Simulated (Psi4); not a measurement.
A dimer, C2H6Se ··· H2S (SMILES C[Se]C and S); the first 9 atoms form monomer A.

```
12

C      1.4645    -0.0538     0.0189
Se     0.0325     0.3421    -1.2612
C     -1.4643     0.0560    -0.0269
H      1.3724    -1.0759     0.3800
H      2.4064     0.0603    -0.5133
H      1.4291     0.6479     0.8496
H     -1.4586    -0.9691     0.3377
H     -2.3781     0.2368    -0.5888
H     -1.4040     0.7557     0.8040
S      2.8838     3.0414    -1.8699
H      2.9164     2.6813    -3.1629
H      1.6507     2.5387    -1.6991
```

Q: What interaction energy does SAPT0/jun-cc-pVDZ, frozen core (Psi4) give, and which attractive term is the largest?

A: Total -1.81 kcal/mol: electrostatics -3.92, exchange 5.64, induction -1.29, dispersion -2.24. The most attractive term is electrostatics.
